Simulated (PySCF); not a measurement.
**How exact exchange moves a shielding**

Molecule: `CB([SiH3])BF`, CH₇B₂FSi.

Atoms are numbered as in `[CH3:1][B:2]([SiH3:3])[BH:4][F:5]`. Hydrogens are named by the atom that carries them.

GIAO shieldings (ppm, equivalent atoms averaged) in PySCF on the PBE0-D3(BJ)/def2-SVP geometry, basis pcSseg-2, gas phase, non-relativistic:

```tsv
functional	exact exchange (%)	σ(C1)	σ(B2)	σ(B4)	σ(Si3)
BLYP	0	150.8	-35.6	18.6	420.8
BP86	0	153.4	-32.3	21.6	431.4
PBE	0	153.2	-35.5	19.8	434.1
PBE0	25	159.9	-28.4	26.4	447.0
mPW1PW91	25	159.6	-27.2	26.9	444.6
BHandHLYP	50	163.1	-22.0	31.4	447.2
HF	100	173.3	-3.6	46.7	475.7
```

(1) Fit each shielding as a line in the percentage of exact exchange.

(2) What does the line predict for B3LYP (20 %), and what does the run give?

## Answers

(1) σ(C1) = 153.1 + 0.21 x (rms 1.2 ppm); σ(B2) = -35.0 + 0.30 x (rms 1.4 ppm); σ(B4) = 19.9 + 0.26 x (rms 1.0 ppm); σ(Si3) = 430.1 + 0.45 x (rms 5.0 ppm). The functionals also differ in their semilocal parts, which the line can't hold; Hartree–Fock has no correlation at all.

(2) σ(C1): 157.3 predicted, 156.2 computed; σ(B2): -29.0 predicted, -30.6 computed; σ(B4): 25.1 predicted, 23.5 computed; σ(Si3): 439.1 predicted, 431.6 computed ppm.
